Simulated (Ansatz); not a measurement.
## One elementary step

Start structure (SiH$_{5}$BrO, singlet), relaxed at PBE0-D4/def2-TZVP:

```json
{"atom": "Si1", "x (Å)": "-0.6080", "y (Å)": "-0.7366", "z (Å)": "-0.6783"}
{"atom": "O2", "x (Å)": "-0.1370", "y (Å)": "0.0788", "z (Å)": "0.6908"}
{"atom": "H3", "x (Å)": "-0.4568", "y (Å)": "-2.2030", "z (Å)": "-0.4937"}
{"atom": "H4", "x (Å)": "0.2892", "y (Å)": "-0.2474", "z (Å)": "-1.7463"}
{"atom": "H5", "x (Å)": "-2.0266", "y (Å)": "-0.4387", "z (Å)": "-1.0041"}
{"atom": "H6", "x (Å)": "1.2395", "y (Å)": "1.3370", "z (Å)": "0.8177"}
{"atom": "Br7", "x (Å)": "2.3027", "y (Å)": "2.3052", "z (Å)": "0.9035"}
{"atom": "H8", "x (Å)": "-0.6031", "y (Å)": "-0.0954", "z (Å)": "1.5102"}
```

The step: SiH₄O ([OH][SiH3]) + HBr → SiH₃Br ([SiH3][Br]) + H₂O; bonds formed: Si1–Br7, O2–H6; bonds broken: Si1–O2, H6–Br7. Ansatz 0.2.0; basis: def2-TZVPP and def2-QZVPP; cores frozen in the correlated methods. Filled d shells of the heavier atoms are correlated. The def2 sets are not built for correlating such inner shells, so the correlated values are less sure here. Extrapolation: Hartree–Fock as exp(−7.88 √X), correlation as X^−2.97. Energies below are by CCSD(T) at an estimated basis limit (MP2 extrapolated from triple and quadruple zeta, plus CCSD(T) − MP2 in triple zeta).

(1) What are the electronic barrier and the energy of the step, from the start structure to the end structure? (An estimate is asked for; the value comes from the calculation.)

T1 diagnostic: at most 0.009.

Answers

(1) Computed: Barrier 0.865 eV; step energy -0.049 eV (downhill); reverse barrier, their difference, 0.914 eV. Barrier and step energy count from the start structure, the reverse barrier from the end structure.

The saddle point: One imaginary mode of 199i cm⁻¹.
```csv
pair,start (Å),saddle (Å),end (Å)
Si1–Br7,4.50,2.51,2.24
O2–H6,1.87,0.99,0.96
Si1–O2,1.66,1.93,3.19
H6–Br7,1.44,2.22,2.79
```

Zero-point energy (harmonic, PBE0-D4): ZPE is 1.265 eV at the start and 1.384 eV at the saddle, so the barrier goes from 0.865 to 0.984 eV.

Labels in which every atom is bracketed show which atoms are joined, not bond orders.

For scale, one of the runs: CCSD(T)/def2-TZVPP, 191 basis functions, launched by `ansatz run in.yaml --threads 4 --pin off --events-out ev --progress --plain --max-ram 9574MiB`. Hardware: 4 CPU threads of an Arm Neoverse V1, shared host. Wall time 61 s; peak host memory 2.1 GiB.
